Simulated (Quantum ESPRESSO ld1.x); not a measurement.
Pr V, configuration [Xe] 4f0.5 5f0.5 (fractional occupations, a model configuration). Method: scalar-relativistic Kohn-Sham, PBEsol, spin-unpolarised, spherical densities, point nucleus; computed with ld1.x of Quantum ESPRESSO 7.5. Some entries of the table are withheld. Estimate them.

orbital  occ.  eigenvalue (eV)  <1/r> (bohr^-1)
1s          2              (1)            64.67
2s          2         -6783.33            14.92
2p          6         -6076.11            14.10
3s          2         -1511.81            5.427
3p          6         -1287.88              (2)
3d         10         -973.237            4.871
4s          2         -346.998            2.283
4p          6         -273.256            2.109
4d         10         -167.616            1.855
5s          2         -84.9916           0.9450
5p          6         -64.8423           0.8316
4f        0.5         -54.5595            1.394
5d          0         -38.3611           0.6399
6s          0         -31.3403           0.4335
5f        0.5         -17.9522           0.3678

Answer. 
(1) 1s eigenvalue (eV): -41855.6
(2) 3p <1/r> (bohr^-1): 5.134
